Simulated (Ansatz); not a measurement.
Reaction (atomization): `[NH2][GaH][SiH2]C=O` → C• + Ga• + 6 H• + N• + O• + Si•

Computed with Ansatz on PBE0-D4/def2-TZVP structures; ΔE is electronic, products minus reactants. CBS: MP2 limit from def2 TZ/QZ plus the TZ coupled-cluster correction, frozen cores. This one scheme is used for every species, atoms too. Functionals use def2-TZVPP. B3LYP here is the variant with VWN-RPA as its local correlation; programs differ in this. No spin–orbit coupling; open shells (•) take unrestricted orbitals. Spin–orbit coupling would lower the free atoms: a little for C, O, Si; clearly for Ga. For Ga outer-core shells are correlated without core-valence functions, so the limit isn't a true one: a few kJ/mol of doubt a bond, and 10 to 20 or more in all where bonds break to atoms. Scalar relativity is left out up to krypton. One conformer a species, not always the lowest.

```tsv
level	ΔE (kcal/mol)	difference from CCSD(T)/CBS
PBE-D4	885.1	15.5
r2SCAN-D4	868.9	-0.7
B3LYP-D4	866.4	-3.2
ωB97X-V	873.0	3.4
B2PLYP	856.7	-12.9
PBE	879.5	9.9
PBE0	858.7	-10.9
HF/def2-TZVPP	594.4	-275.2
MP2/def2-TZVPP	856.2	-13.4
CCSD/def2-TZVPP	829.0	-40.6
HF/def2-QZVPP	596.1	-273.5
MP2/def2-QZVPP	871.2	1.6
SCS-MP2/def2-QZVPP	873.2	3.6
HF/CBS(def2)	596.3	-273.3
MP2/CBS(def2)	881.2	11.6
CCSD/CBS(def2)	854.0	-15.6
CCSD(T)/CBS	869.6	0
```

Largest T1 diagnostic among the species: 0.016.

From PBE to PBE0 (25 % exact exchange), in def2-TZVPP and without D4, ΔE moves by −20.8 kcal/mol: exact exchange takes away binding that semilocal exchange gives to molecules. The D4 term adds +9.0 kcal/mol with B3LYP and +4.8 kcal/mol with PBE0; it sums over pairs of atoms, weighted by their polarisabilities, and B3LYP, whose exchange is more repulsive, gets the larger term.

For atomizations the MP2-based limit and the directly extrapolated one differ by several kJ/mol either way, and by 10 to 25 for some Ge, Se and Sn compounds, so smaller differences from it don't rank the levels.
